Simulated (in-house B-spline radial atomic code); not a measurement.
Radial electron density of Sc⁷⁺, [Ne] 3s2 3p2. Method: non-relativistic BHandHLYP, spin-polarised, spherical fractional occupations, point nucleus. Calculated with a B-spline radial code for spherical atoms.

Caution: exact exchange at fractional occupations of open shells leaves self-interaction of up to several eV.

Columns: r (bohr), 4πr²n(r) (electrons per bohr), bar.

```
 0.00323   0.7105 #
 0.00385   0.9835 ##
 0.00459    1.355 ##
 0.00546    1.849 ###
  0.0065    2.508 ####
 0.00774    3.376 ######
 0.00922    4.502 ########
   0.011    5.948 ##########
  0.0131    7.725 #############
  0.0156    9.867 #################
  0.0185    12.29 #####################
  0.0221     15.1 ##########################
  0.0263    17.96 ###############################
  0.0313    20.68 ###################################
  0.0373    22.96 #######################################
  0.0444     24.4 ##########################################
  0.0529     24.7 ##########################################
  0.0629    23.79 #########################################
   0.075    21.89 #####################################
  0.0893    19.69 ##################################
   0.106    18.13 ###############################
   0.127    18.02 ###############################
   0.151    19.73 ##################################
   0.179    22.55 ######################################
   0.214    25.22 ###########################################
   0.254    25.81 ############################################
   0.303    23.34 ########################################
   0.361    18.21 ###############################
    0.43    12.25 #####################
   0.512    7.646 #############
   0.609    5.511 #########
   0.726    5.271 #########
   0.864    5.374 #########
    1.03     4.63 ########
    1.23    3.056 #####
    1.46    1.526 ###
    1.74   0.5379 #
    2.07   0.1319 
    2.46  0.02125 
    2.93 0.001973 
    3.49 9.983e-05
```

On this grid the curve has 3 maxima, near 0.0529, 0.254, 0.864 bohr.

The 3s down radial function P(r) = rR(r), positive near the nucleus:

| r (bohr) | P |
| --- | --- |
| 0.000952 | 0.0207 |
| 0.00135 | 0.02911 |
| 0.00191 | 0.0407 |
| 0.00272 | 0.05697 |
| 0.00385 | 0.07871 |
| 0.00546 | 0.1078 |
| 0.00774 | 0.1455 |
| 0.011 | 0.1924 |
| 0.0156 | 0.2459 |
| 0.0221 | 0.2993 |
| 0.0313 | 0.3374 |
| 0.0444 | 0.334 |
| 0.0629 | 0.2529 |
| 0.0893 | 0.06112 |
| 0.127 | -0.2334 |
| 0.179 | -0.5199 |
| 0.254 | -0.605 |
| 0.361 | -0.2743 |
| 0.512 | 0.4227 |
| 0.726 | 1.043 |
| 1.03 | 1.081 |
| 1.46 | 0.6017 |
| 2.07 | 0.1661 |
| 2.93 | 0.01812 |
